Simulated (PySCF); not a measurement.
C2H3, SMILES [CH][CH2+] (connectivity only; charge and spin as stated), charge +1, multiplicity 1.

Geometry optimised at PBE-D3(BJ)/def2-TZVP.

Level of theory: PBE-D3(BJ)/def2-TZVP (PySCF).

No scaling factor is applied to the harmonic values.

Q: Give all harmonic wavenumbers and intensities. (Estimate from the structure and the level; the computed values follow.)

A: 
```json
[
 {"mode": "1", "ν (cm⁻¹)": "220", "IR (km/mol)": "48.0", "moving atoms (share of kinetic energy)": "H 87 %, C 13 %"},
 {"mode": "2", "ν (cm⁻¹)": "637", "IR (km/mol)": "36.0", "moving atoms (share of kinetic energy)": "H 70 %, C 30 %"},
 {"mode": "3", "ν (cm⁻¹)": "782", "IR (km/mol)": "129.5", "moving atoms (share of kinetic energy)": "H 80 %, C 20 %"},
 {"mode": "4", "ν (cm⁻¹)": "1039", "IR (km/mol)": "2.1", "moving atoms (share of kinetic energy)": "H 66 %, C 34 %"},
 {"mode": "5", "ν (cm⁻¹)": "1107", "IR (km/mol)": "103.6", "moving atoms (share of kinetic energy)": "H 95 %"},
 {"mode": "6", "ν (cm⁻¹)": "1761", "IR (km/mol)": "54.3", "moving atoms (share of kinetic energy)": "C 87 %, H 13 %"},
 {"mode": "7", "ν (cm⁻¹)": "2930", "IR (km/mol)": "313.6", "moving atoms (share of kinetic energy)": "H 94 %"},
 {"mode": "8", "ν (cm⁻¹)": "2964", "IR (km/mol)": "233.9", "moving atoms (share of kinetic energy)": "H 91 %, C 9 %"},
 {"mode": "9", "ν (cm⁻¹)": "3223", "IR (km/mol)": "105.9", "moving atoms (share of kinetic energy)": "H 87 %, C 13 %"}
]
```
